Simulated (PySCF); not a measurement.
Identify the compound

Molecular formula: C₇H₇FO. Simulated spectra:

1H NMR (300 MHz, computed): δ 7.52 (m, 1H), 7.00 (d, 1H), 6.89 (m, 1H), 6.51 (m, 1H), 3.92 (s, 3H).

13C{1H} NMR (computed): δ 174.0, 168.2, 135.8, 118.8, 111.9, 101.3, 56.0.

[PySCF: geometry: GFN2-xTB; GIAO PBE0/pcSseg-1 shieldings; non-relativistic; no solvent model; one averaged value for each set of equivalent atoms; a single conformation]

Chemical shifts δ = σref − σ; 1H, 13C against TMS, all at this level.

Question: Choose the structure that fits.
A. Fc1ccc(C2CC2)o1
B. COc1cccc(F)c1
C. O=CC1=CCC(F)=CC1
D. C#C/C=C(/F)[C@@H](C)C=O

Answer: B. 

- The formula gives 4 degrees of unsaturation (1 ring in the answer).
- 7 carbon signals for 7 carbons: no two carbons are equivalent.
- Carbon types of the structure: 2 × C, 4 × CH, 1 × CH3, which accounts for all hydrogens.
- δC 174.0: aromatic carbon bearing fluorine; σ withdrawal by the attached heteroatom moves it downfield of the ring CH carbons.
- δC 168.2: aromatic carbon bearing oxygen; an ipso carbon deshielded by its heteroatom.
- δC 135.8, 118.8, 111.9, 101.3: aromatic CH.
- δC 56.0: methyl carbon bonded to O; deshielded by the electronegative neighbour.
- δH 3.92: hydrogen on a methyl carbon bonded to O; its carbon carries O, hence the downfield position.

The others: Fc1ccc(C2CC2)o1 would give 6 carbon signals, not 7; O=CC1=CCC(F)=CC1 has carbons computed at 196.1, 165.1, 151.8, 145.3, 107.6, 32.6, 27.6, with a different DEPT pattern; C#C/C=C(/F)[C@@H](C)C=O has carbons computed at 202.4, 186.5, 97.0, 96.6, 79.9, 54.8, 14.4.

Splittings by 19F in the carbon and heteronuclear signals aren't shown, as no couplings were computed. Shifts are as computed. Against solution values, carbons near 30 ppm lie about +3 ppm off and those near 130 ppm about +5 ppm. Of 1211 compounds with measured shifts, 218 miss one by over three times the rms of a fit or turn the order of signals round; such compounds aren't used in these exercises. Multiplicities follow the n + 1 count of equivalent neighbours, as no J values were calculated; m marks all less simple cases, F and P coupling included.
